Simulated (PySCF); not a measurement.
C₂H₅Cl₂GeN, SMILES [Cl][GeH](/[N]=C/C)[Cl].

The structure is a stationary point at TPSSh-D3(BJ)/def2-SVP. The structure was generated by enumeration; whether it is a known compound was not checked. The values are those of a single conformer.

Method: PySCF with M06-2X/def2-TZVP.

Symmetry labels are those of the subgroup Cs that the program uses (full group Cs).

Computed valence orbital energies around the gap with their symmetry:
```
orbital  symmetry  energy (eV)
-------  --------  -----------
HOMO−7         A"       -12.57
HOMO−6         A'       -12.28
HOMO−5         A"       -10.99
HOMO−4         A'       -10.92
HOMO−3         A"       -10.56
HOMO−2         A'       -10.54
HOMO−1         A"       -10.36
HOMO           A'        -9.06
LUMO           A"        -0.14
LUMO+1         A'         0.60
LUMO+2         A'         1.39
LUMO+3         A"         1.50
```
